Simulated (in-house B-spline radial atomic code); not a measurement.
A run on an ion of nuclear charge 58 with 58.5 electrons that did not converge. Method: scalar-relativistic (X2C) LDA exchange-only, spin-polarised, spherical fractional occupations, Fermi nucleus of rms radius 4.8771 fm; computed with a B-spline radial code for spherical atoms.

Command:
```bash
python run_scf.py task.json out
```
Settings (nuclear radius in fm, mass in u):
```
Z                58
configuration    [Xe] 4f1.5 5d1 6s2
hamiltonian      x2c
method           lda,
spin_polarised   True
nucleus          fermi
rms_radius       4.8771
atomic_mass      139.90545
speed_of_light   137.035999084
```

First and last ten iterations of the last attempt (damped for 15 steps, keeping 80 % of the old Fock matrix, then DIIS):
```
 iter        energy (Eh)    residual
    1       -8839.449899    4.56e-01
    2       -8839.376682    4.61e-01
    3       -8843.348994    2.90e-01
    4       -8845.267328    1.74e-01
    5       -8846.144149    1.01e-01
    6       -8846.524016    5.66e-02
    7       -8846.680435    3.03e-02
    8       -8846.741954    1.64e-02
    9       -8846.765261    1.06e-02
   10       -8846.773884    6.89e-03
  111       -8845.973479    7.20e-02
  112       -8845.973306    7.21e-02
  113       -8845.973420    7.21e-02
  114       -8845.973417    7.21e-02
  115       -8845.973460    7.20e-02
  116       -8845.973557    7.20e-02
  117       -8845.973480    7.20e-02
  118       -8846.779150    1.96e-04
  119       -8845.976550    7.18e-02
  120       -8845.976542    7.18e-02
 not converged after 120 iterations
```

The smallest residual met was 8.9e-05; the threshold is about 6e-07. No energy from this run should be used. The likely cause: this method binds the added charge weakly or not at all at the basis-set limit, so charge moves back and forth between the atom and the box. Cost of the run: 2.8 s on 1 thread of x86-64 server CPU (shared host).
